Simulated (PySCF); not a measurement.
Gas-phase reaction: SiF₂(OH)₂ + 2 H₂SiO + 2 O₂ → SiOF₂ + Si₂O(OH)₆

Energies from PySCF, thermal terms from the rigid-rotor harmonic-oscillator model, ideal gas at 1 bar. † marks an energy on the PBE0/def2-TZVP geometry and frequencies; other levels use their own. Open shells (unrestricted): O₂ (multiplicity 3); the rest are closed-shell singlets. SiF₂(OH)₂, H₂SiO, SiOF₂, Si₂O(OH)₆: computed as isolated molecules; such fragments, hydroxides, amides, oligomers or adducts are transient or little studied in the gas.

PBE/def2-SVP gives ΔH°(298 K) = -1426 kJ.

Problem. What do LDA/def2-TZVP†, M06-2X/def2-TZVP†, PBE/def2-TZVP† give?

Solution. LDA/def2-TZVP†: -1717 kJ; M06-2X/def2-TZVP†: -1704 kJ; PBE/def2-TZVP†: -1495 kJ. For scale, ΔH°(298 K) is -1426 kJ at this level, -1645 kJ at ωB97M-V/def2-TZVP†, and runs from -1768 to -1426 kJ over the 18 levels computed († marks an energy on the PBE0/def2-TZVP geometry).
